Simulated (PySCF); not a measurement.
**Electron correlation in Ga⁺ (gallium, charge +1)**

[Ar] 3d10 4s1 5s1, high-spin 3S determinant (an excited configuration). Calculation: PySCF 2.14, in x2c-QZVPPall with one added diffuse shell each of s, p, d, f type (12s8p6d5f1g, 110 functions); scalar relativity by spin-free X2C-1e. Frozen: [Ar] 3d10; 2 electrons correlated.

With two correlated electrons CCSD is exact within the correlated space (frozen core and kept virtual orbitals).

```json
{"level": "CCSD", "correlation energy (mhartree)": "-5.53"}
```

Diagnostics: T1 = 0.0083, D1 = 0.0164, largest double amplitude 0.048.

**Question.** Is a single reference adequate?

**Answer.** Yes, within this model without spin-orbit coupling: T1 lies below 0.03 and no double amplitude reaches 0.07.
